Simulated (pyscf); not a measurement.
Elementary routes open to •H₂C–AlH–Cl (SMILES [CH2][AlH][Cl]) in the gas phase (doublet surface):
A. [H₃C–Al–Cl]• (SMILES [CH3][Al][Cl]) (Al–H broken; C–H formed)
B. [HAl–CH₂–Cl]• (SMILES [AlH][CH2]Cl) (Al–Cl broken; C–Cl formed)

Single points on ωB97X-D3(BJ)/def2-SVP structures (PySCF, gas phase). Correlated levels are frozen-core, on RHF or UHF. ΔMP2 is the change of the MP2 total energy from the triple- to the quadruple-zeta basis.

Problem. Rank the routes by free-energy barrier at 600 K, lowest first, for CCSD(T)/def2-TZVPP + ΔMP2(QZVPP) energies (ideal gas, 1 atm, RRHO with modes under 100 cm⁻¹ raised to 100, one conformer, R ln 2 for chiral ones without a mode under 150 cm⁻¹).

Solution. A (1.66 eV), B (2.43 eV)

Route A is the fastest of these, ahead of the next by 0.77 eV. The most stable products are those of A (ΔG = -0.60 eV), so kinetics and thermodynamics agree. At 1200 K A is still the fastest. Only these routes are compared; each barrier is that of the saddle found, and lower ones may exist. The CCSD(T) − MP2 part came from Ansatz, without density fitting, on the same reference. An open-shell T1 diagnostic exceeds 0.045. A UHF reference is spin-contaminated (<S²> up to 0.87), which harms MP2 most.
